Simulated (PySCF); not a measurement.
Run record: geometry optimisation, WO2Br2 (`[O]=[W](=[O])([Br])[Br]`).

Computed with PBE0-D3(BJ)/def2-SVP geometry optimisation, gas phase, def2 core potentials past Kr (PySCF 2.14.0). Start geometry: GFN2-xTB. The input is one job of a driver script: a line of settings, then coordinates in Å.

Input:
```
{"job": {"xc": "PBE0", "basis": "def2-SVP", "d3": "d3bj", "grid": 1, "maxiter": 30, "shake": 0.03, "kind": "geom"}, "charge": 0, "multiplicity": 1}
W      0.234950    -0.077680     0.135650
O      0.044530    -0.026060     1.778260
O      1.634720     0.000030    -0.580800
Br    -0.868460     1.939970    -0.670610
Br    -0.970890    -1.946740    -0.724620
```

Output:
```
step   0  E = -5364.51714310  max force = 0.234658
step   1  E = -5364.55703151  max force = 0.033167
step   2  E = -5364.56009896  max force = 0.016573
step   3  E = -5364.56040329  max force = 0.001756
step   4  E = -5364.56046514  max force = 0.003067
step   5  E = -5364.56047366  max force = 0.003844
step   6  E = -5364.56048086  max force = 0.002558
step   7  E = -5364.56052586  max force = 0.003273
step   8  E = -5364.56054422  max force = 0.002767
step   9  E = -5364.56055974  max force = 0.000847
step  10  E = -5364.56056564  max force = 0.000776
step  11  E = -5364.56055971  max force = 0.001114
step  12  E = -5364.56056307  max force = 0.000801
optimisation converged
```

Energies in Eh; «max force» is the largest Cartesian gradient component in Eh/bohr.

Question: How much energy does the optimisation release, in kcal/mol?

Answer: E(step 0) − E(last step) = 0.043420 Eh, which is 27.2 kcal/mol.

Summary of the converged run: final energy -5364.56056 Eh after 12 steps; dipole 2.03 D.

Question: Where do the atoms end?

Answer: 0.126 Å rms from the input after alignment:
```
atom  x, y, z in Å
W1     0.1048   -0.0289    0.0612
O2     0.0123   -0.1585    1.7461
O3     1.7497   -0.0757   -0.3327
Br4   -0.8142    2.0951   -0.6175
Br5   -0.9777   -1.9425   -0.9192
```

The run took 2.3 min of wall time on Arm Neoverse V1, one thread, on a shared host, and the process peaked at 0.49 GiB of memory.
Labels such as C1 count atoms from 1, the log's own numbers from 0.
